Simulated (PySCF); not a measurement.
Input and output of an EPR job on `[H]/N=[C]\[C@@H]1CO[C@H]1C#N` [radical].

Method: UKS B3LYP, pcH-1 on C H N O, non-relativistic, mean-field spin-orbit, GIAO in PySCF.

Input of the driver that calls PySCF (job settings, then Cartesian coordinates in Å):

```
{"job": {"kind": "epr", "basis": "pcH-1"}, "charge": 0, "multiplicity": 2}
N     -0.4399     2.3712     2.1183
C     -0.3807     1.7717     1.1442
C     -0.2687     0.9470    -0.0273
O     -1.5104     0.5452    -0.6018
C     -1.2586    -0.8448    -0.4069
C      0.0862    -0.5655     0.2906
C      1.2649    -1.1481    -0.2981
N      2.3611    -0.9504    -0.7773
H      0.3930     1.4208    -0.7653
H     -1.1705    -1.3736    -1.3605
H     -2.0252    -1.3169     0.2116
H      0.0769    -0.7839     1.3605
H      2.8675    -0.0723    -0.9056
```

The self-consistent field part of the output:

```
UKS, coarse grid
  cycle   1  E = -378.01159320  |g| = 5.56e-01
  cycle   2  E = -377.62852660  |g| = 1.13e+00
  cycle   3  E = -378.12319039  |g| = 1.63e-01
  cycle   4  E = -378.13181316  |g| = 8.86e-02
  cycle   5  E = -378.13481631  |g| = 1.85e-02
  cycle   6  E = -378.13495216  |g| = 8.45e-03
  cycle   7  E = -378.13498012  |g| = 4.20e-03
  cycle   8  E = -378.13498947  |g| = 1.22e-03
  cycle   9  E = -378.13499115  |g| = 5.91e-04
UKS, final grid
  cycle   1  E = -378.13500316  |g| = 6.56e-04
  cycle   2  E = -378.13500310  |g| = 8.72e-04
  cycle   3  E = -378.13500346  |g| = 1.80e-04
  cycle   4  E = -378.13500348  |g| = 1.25e-04
  cycle   5  E = -378.13500351  |g| = 7.49e-05
  cycle   6  E = -378.13500351  |g| = 2.28e-05
E = -378.13500351 Eh   <S^2> = 0.7541 (exact 0.7500)
```

Problem. What follows in the output?

Solution. 
```
g shifts (ppm)      1          2          3
  rmc          -185       -185       -185
  gc             25         43        -72
  oz_so       -2592         -3       1012
  total       -2752       -145        754
hyperfine (MHz)  atom isotope    a_iso     a_fc   dipolar eigenvalues
    0   14N       0.82       0.82     -1.35     -1.18      2.53
    1   13C       0.30       0.30     -1.81     -0.56      2.37
    2   13C      58.08      58.08     -8.11     -7.35     15.46
    3   17O      -1.13      -1.13     -0.83      0.20      0.63
    4   13C      30.49      30.49     -1.73     -0.74      2.47
    5   13C      97.09      97.09     -9.32     -5.23     14.55
    6   13C     354.33     354.33    -54.01    -48.51    102.52
    7   14N     122.40     122.40    -10.01     -6.43     16.43
    8    1H      -5.73      -5.73     -5.01      0.27      4.73
    9    1H      -0.80      -0.80     -3.86     -2.25      6.12
   10    1H      -1.38      -1.38     -2.16     -1.45      3.61
   11    1H      -0.34      -0.34     -6.87     -4.32     11.19
   12    1H     227.56     227.56     -9.20     -4.01     13.21
```

Atoms in this output count from 0. The g shifts stand along the tensor's principal axes 1 to 3: rmc is the relativistic mass correction, gc the gauge correction, oz_so the orbital-Zeeman/spin–orbit term. a_fc is the Fermi-contact part of a_iso, which also holds a spin–orbit part where one was computed. The run used 250 basis functions and 15 SCF iterations in all.

The run took 52 s (grids of density and orbitals included) on Arm Neoverse V2, one thread, shared host with 96 logical CPUs at a one-minute load of 95, and the process peaked at 0.93 GiB of memory.

Problem. Where does the spin sit (Mulliken spin populations, atoms from 0)?

Solution. 6 C +0.66, 7 N +0.14, 12 H +0.11, 2 C +0.08, 0 N +0.03, 5 C -0.01, 1 C -0.01, 4 C +0.01. Over all atoms they add up to 1.

Isolated species at its GFN2-xTB geometry (one conformer only).
Labels such as C1 count atoms from 1, the log's own numbers from 0.
